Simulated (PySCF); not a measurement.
# Computed records: B₃H₆Si, CH₅BClSi, BH₄O₂Si, B₂H₄NSi

All values are calculated (PySCF 2.14.0). Calculation on a computer-drawn molecule: the log of a Hartree-Fock and frozen-core CCSD(T) single point meant for a local Hartree-Fock minimum, with one planted fault or none, to be diagnosed. Offsets are logged minus clean, where the clean run is the same molecule without the fault. The reference is restricted for singlets and unrestricted otherwise, and also for a bond in bohr or an excited solution. Adding or removing an electron swaps singlet and doublet. The excited solution moves the top pair (singlet) or top alpha electron (doublet) to the lowest empty orbital. Highest occupied and lowest empty are orbital energies over both spins, largest force is the largest gradient component, triples share is (T) over the correlation energy, the T1 limit is 0.02 restricted and 0.045 unrestricted, electrons count all cores, a negative frequency is imaginary (commonest isotopes), and the dipole is about the centre of nuclear charge.

Common to all runs: meant charge 1; meant multiplicity 1; meant basis cc-pV(D+d)Z; logged SCF converged yes; logged CC converged yes; logged SCF stable within its kind yes; possible faults no fault, one electron removed, one electron added, multiplicity raised by two, geometry at a saddle point, SCF held on an excited solution, minimal basis STO-3G, one bond length entered in bohr, all coordinates scaled.

(1) B₃H₆Si

Logged structure:
```xyz
10
B3H6Si
B      0.0325     0.1981    -1.5941
Si     0.1063    -1.1769     0.0741
B     -1.7253    -1.8160     1.0308
B      2.0115    -1.9115     0.7873
H      0.0798     1.4416    -1.3547
H     -0.0561    -0.2761    -2.7658
H     -2.3057    -2.8543     0.5938
H     -2.1691    -1.1350     2.0029
H      2.4768    -2.9766     0.2824
H      2.6116    -1.2570     1.6914
```

- logged electrons: 34
- logged basis functions: 95
- logged spin squared: 0
- logged highest occupied: -15.982 eV
- logged lowest empty: -4.8953 eV
- logged largest force: 0.033372 hartree/bohr
- logged T1 diagnostic: 0.016133
- logged D1 diagnostic: 0.035763
- logged triples share: 0.028448
- logged dipole magnitude: 0.0015725 debye
- logged energy HF: -366.09747 hartree
- logged energy CCSD(T): -366.48687 hartree
- planted fault: all coordinates scaled, by +6.4 %
- HF energy offset from clean run: 16.23 kcal/mol
- CCSD(T) energy offset from clean run: 13.11 kcal/mol

Drawn bonds:
```
atom  other atom  order
   1           2      1
   2           3      1
   2           4      1
   1           5      1
   1           6      1
   3           7      1
   3           8      1
   4           9      1
   4          10      1
```

(2) B₃H₆Si

Logged structure:
```xyz
10
B3H6Si
B      0.0305     0.1862    -1.4982
Si     0.0999    -1.1061     0.0696
B     -1.6215    -1.7068     0.9688
B      1.8905    -1.7965     0.7400
H      0.0750     1.3549    -1.2732
H     -0.0528    -0.2595    -2.5994
H     -2.1670    -2.6826     0.5581
H     -2.0386    -1.0668     1.8824
H      2.3278    -2.7975     0.2654
H      2.4545    -1.1814     1.5896
```

- logged electrons: 34
- logged basis functions: 95
- logged spin squared: 0
- logged highest occupied: -16.534 eV
- logged lowest empty: -4.792 eV
- logged largest force: 2.709e-05 hartree/bohr
- logged lowest frequency: 151.08 cm⁻¹
- logged T1 diagnostic: 0.016988
- logged D1 diagnostic: 0.039937
- logged triples share: 0.027015
- logged dipole magnitude: 0.0015097 debye
- logged energy HF: -366.12333 hartree
- logged energy CCSD(T): -366.50775 hartree
- planted fault: no fault
- HF energy offset from clean run: 0 kcal/mol
- CCSD(T) energy offset from clean run: 0 kcal/mol

Drawn bonds:
```
atom  other atom  order
   1           2      1
   2           3      1
   2           4      1
   1           5      1
   1           6      1
   3           7      1
   3           8      1
   4           9      1
   4          10      1
```

(3) CH₅BClSi

Logged structure:
```xyz
9
CH5BClSi
B     -0.7568     2.7667    -1.1607
Si    -1.1213     0.9683    -2.0360
C     -0.1499    -0.5798    -1.9103
Cl    -2.7463     0.8932    -3.1739
H     -0.0912     3.5551    -1.7525
H     -1.2290     2.9760    -0.0892
H      0.4560    -1.1598    -3.8022
H     -0.7885    -1.3750    -1.5115
H      0.7235    -0.4550    -1.2685
```

- logged electrons: 46
- logged basis functions: 99
- logged spin squared: 0.7089
- logged highest occupied: -16.773 eV
- logged lowest empty: -5.3276 eV
- logged largest force: 0.022629 hartree/bohr
- logged T1 diagnostic: 0.056438
- logged D1 diagnostic: 0.28409
- logged triples share: 0.035794
- logged dipole magnitude: 3.7977 debye
- logged energy HF: -813.5332 hartree
- logged energy CCSD(T): -814.03469 hartree
- planted fault: one bond length entered in bohr, row 6 of the drawn bonds
- HF energy offset from clean run: 80.65 kcal/mol
- CCSD(T) energy offset from clean run: 82.08 kcal/mol

Drawn bonds:
```
atom  other atom  order
   1           2      1
   2           3      1
   2           4      1
   1           5      1
   1           6      1
   3           7      1
   3           8      1
   3           9      1
```

Notes: T1 above single-reference limit.

(4) CH₅BClSi

Logged structure:
```xyz
9
CH5BClSi
B     -0.7568     2.7667    -1.1607
Si    -1.1213     0.9683    -2.0360
C     -0.1499    -0.5798    -1.9103
Cl    -2.7463     0.8932    -3.1739
H     -0.0912     3.5551    -1.7525
H     -1.2290     2.9760    -0.0892
H      0.1707    -0.8867    -2.9115
H     -0.7885    -1.3750    -1.5115
H      0.7235    -0.4550    -1.2685
```

- logged electrons: 46
- logged basis functions: 99
- logged spin squared: 0
- logged highest occupied: -17.058 eV
- logged lowest empty: -4.6925 eV
- logged largest force: 1.609e-06 hartree/bohr
- logged lowest frequency: 21.861 cm⁻¹
- logged T1 diagnostic: 0.012747
- logged D1 diagnostic: 0.043478
- logged triples share: 0.027843
- logged dipole magnitude: 3.5963 debye
- logged energy HF: -813.66171 hartree
- logged energy CCSD(T): -814.1655 hartree
- planted fault: no fault
- HF energy offset from clean run: 0 kcal/mol
- CCSD(T) energy offset from clean run: 0 kcal/mol

Drawn bonds:
```
atom  other atom  order
   1           2      1
   2           3      1
   2           4      1
   1           5      1
   1           6      1
   3           7      1
   3           8      1
   3           9      1
```

(5) BH₄O₂Si

Logged structure:
```xyz
8
BH4O2Si
B     -0.5393    -0.7275    -0.7327
Si     1.0683    -1.9514    -0.5324
O      1.1984    -2.7302     0.8218
O      2.2063    -2.2099    -1.5849
H     -0.4220     0.4024    -0.3866
H     -1.5354    -1.1902    -1.1844
H      1.8614    -3.3447     1.1219
H      2.3597    -1.8727    -2.4602
```

* logged electrons: 37
* logged basis functions: 85
* logged spin squared: 0.7785
* logged highest occupied: -26.344 eV
* logged lowest empty: -16.103 eV
* logged largest force: 0.079351 hartree/bohr
* logged T1 diagnostic: 0.024322
* logged D1 diagnostic: 0.10811
* logged triples share: 0.027411
* logged dipole magnitude: 6.1998 debye
* logged energy HF: -464.85276 hartree
* logged energy CCSD(T): -465.41188 hartree
* planted fault: one electron removed
* HF energy offset from clean run: 396.5 kcal/mol
* CCSD(T) energy offset from clean run: 403.5 kcal/mol

Drawn bonds:
```
atom  other atom  order
   1           2      1
   2           3      1
   2           4      1
   1           5      1
   1           6      1
   3           7      1
   4           8      1
```

(6) B₂H₄NSi

Logged structure:
```xyz
8
B2H4NSi
B      0.4492     1.7967     3.1994
Si     0.2145     2.2009     1.0801
B     -1.4890     1.6424    -0.0285
N     -2.5525     1.2845    -0.6813
H      0.9942     0.7012     3.5426
H      0.0341     2.6697     4.0243
H      1.3433     2.9454     0.2853
H     -3.4156     0.9973    -1.2253
```

- logged electrons: 34
- logged basis functions: 85
- logged spin squared: 0
- logged highest occupied: -15.666 eV
- logged lowest empty: -6.0729 eV
- logged largest force: 0.078175 hartree/bohr
- logged T1 diagnostic: 0.023325
- logged D1 diagnostic: 0.073303
- logged triples share: 0.040409
- logged dipole magnitude: 3.6278 debye
- logged energy HF: -394.73758 hartree
- logged energy CCSD(T): -395.20678 hartree

Drawn bonds:
```
atom  other atom  order
   1           2      1
   2           3      1
   3           4      2
   1           5      1
   1           6      1
   2           7      1
   4           8      1
```

Notes: T1 above single-reference limit.

Question: B₂H₄NSi (entry 6): planted fault?
Answer: all coordinates scaled, by +6.8 %

Further results for B₂H₄NSi (entry 6):

* HF energy offset from clean run: 20.62 kcal/mol
* CCSD(T) energy offset from clean run: 11.38 kcal/mol
